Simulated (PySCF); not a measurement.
RbPb: from constants to spectrum

UHF-CCSD(T) constants of RbPb, ⁴Σ⁻ (quartet), unpaired electrons σ ↑, π ↑↑ (Rb def2-SVP with ECP28, Pb def2-SVP with ECP60; scalar-relativistic core potentials (PySCF 2.14); masses 84.9118 and 207.9766 u):

```
ωe            : 88.6 cm⁻¹
ωexe          : 0.193 cm⁻¹
Be            : 0.022553 cm⁻¹
αe            : 7.43e-05 cm⁻¹
De to Rb + Pb : 1.05 eV
```

Problem. What force constant and bond length do these constants imply?

Solution. Reduced mass μred = 60.295 u; k = 5.8918×10⁻⁷·μred·ωe² (u, cm⁻¹, mdyn/Å) = 0.279 mdyn/Å; Re = √(16.8576/(μred·Be)) (u, cm⁻¹, Å) = 3.521 Å.

Problem. Estimate the centrifugal constant D from the Kratzer relation and find the Dunham coefficient a1.

Solution. D = 4Be³/ωe² = 5.85e-09 cm⁻¹; a1 = −1 − αeωe/(6Be²) = -3.16.

Correlated steps freeze 4 core orbitals. Correlated levels converge slowly with the basis: in double zeta they bind strong bonds too weakly, by up to about 1 eV, and carry superposition errors of some tenths. Spin–orbit coupling is left out, which matters for elements this heavy, above all for dissociation energies. The state is the lowest determinant that a PBE0 search found; another state may lie lower at other levels.
